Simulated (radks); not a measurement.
Question: Successive ionisation energies (eV) of one element, from differences of total energies of ions in their ground configurations, starting at charge 44: 3521.0, 3638.0, 4046.2, 4151.3, 4256.9, 4362.9, 4469.1, 4575.4, 4933.8, 5035.7, 11539.2, 11831.4, 12125.6, 12421.3, 12718.0, 13014.8, 13992.8, 14237.9, 58059, 59047. Method: Dirac Kohn-Sham, PBE, spin-unpolarised, spherical densities, point nucleus; open shells are shared between the two j in proportion to 2j + 1; computed with a radial shooting solver on a logarithmic mesh with Libxc functionals. Which element is it?

Answer: Gadolinium (Z = 64). The first species listed is Gd44+ in [Ar] 3d2, the last Gd63+ in 1s1.
